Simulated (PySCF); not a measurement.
## Frontier orbitals and the lowest excitations

Species: cyclo-(Me2SiS)2, C4H12S2Si2.
Cartesian coordinates in Å at the PBE0-D3(BJ)/def2-SVP level; atoms count from 1:
```
atom  x, y, z in Å
Si1   -0.6293   -0.7994    0.9889
C2    -1.1272   -2.5805    0.7311
C3    -1.0525   -0.2198    2.7128
S4     1.4652   -0.4847    0.5401
Si5    0.6151    0.8047   -0.9771
C6     1.0371    0.2155   -2.6976
C7     1.1140    2.5863   -0.7271
S8    -1.4797    0.4931   -0.5247
H9    -0.8783   -2.9055   -0.2888
H10   -0.6022   -3.2340    1.4461
H11   -2.2121   -2.7005    0.8811
H12   -0.5090   -0.8185    3.4612
H13   -0.7771    0.8367    2.8419
H14   -2.1330   -0.3263    2.8996
H15    0.5029    0.8170   -3.4501
H16    0.7518   -0.8382   -2.8250
H17    2.1193    0.3113   -2.8807
H18    0.6144    3.2338   -1.4652
H19    2.2033    2.6973   -0.8489
H20    0.8397    2.9257    0.2819
```

Level of theory: PySCF 2.14.0, density-fitted response routines, TDDFT B3LYP/def2-SVPD, vertical, gas phase, core orbitals frozen in the response.

Frontier orbitals with the atoms that hold most of them (Löwdin shares over 4%, at most four atoms):

| orbital | ε (eV) | atoms |
| --- | --- | --- |
| HOMO-3 | -8.24 | S8 20%, S4 20%, Si1 12%, Si5 12% |
| HOMO-2 | -7.82 | S8 42%, S4 42%, Si5 7%, Si1 7% |
| HOMO-1 | -6.91 | S4 44%, S8 38%, Si1 6%, Si5 6% |
| HOMO | -6.88 | S8 32%, S4 27%, Si1 8%, Si5 7% |
| LUMO | -0.19 | S4 24%, S8 24%, Si5 14%, Si1 14% |
| LUMO+1 | -0.02 | S4 13%, S8 13%, Si5 7%, Si1 7% |
| LUMO+2 | 0.14 | S8 18%, S4 17%, Si5 16%, Si1 16% |

(1) How does S1 compare with the orbital gap of 6.70 eV?

## Answers

(1) S1 is at 5.57 eV (f = 0.0000), 1.12 eV below the gap, made of HOMO-1→LUMO (97%). Without the coupling terms of the response equations the lowest excitation would equal the gap.

Next come S2 at 5.61 eV (f 0.0000), HOMO→LUMO (97%); S3 at 5.98 eV (f 0.0000), HOMO→LUMO+2 (80%), HOMO-1→LUMO+1 (19%); S4 at 6.05 eV (f 0.062), HOMO-1→LUMO+2 (82%), HOMO→LUMO+1 (17%); S5 at 6.17 eV (f 0.0041), HOMO-1→LUMO+1 (73%), HOMO→LUMO+2 (18%).

Löwdin shares depend on the basis, the more so with diffuse functions.

Time: 43 s wall, 1.7 min CPU (with the writing of density and orbital grids); peak memory 1.7 GiB. Hardware: an AMD EPYC 7R43 with 2 threads (shared host).

One conformer stands for the species.
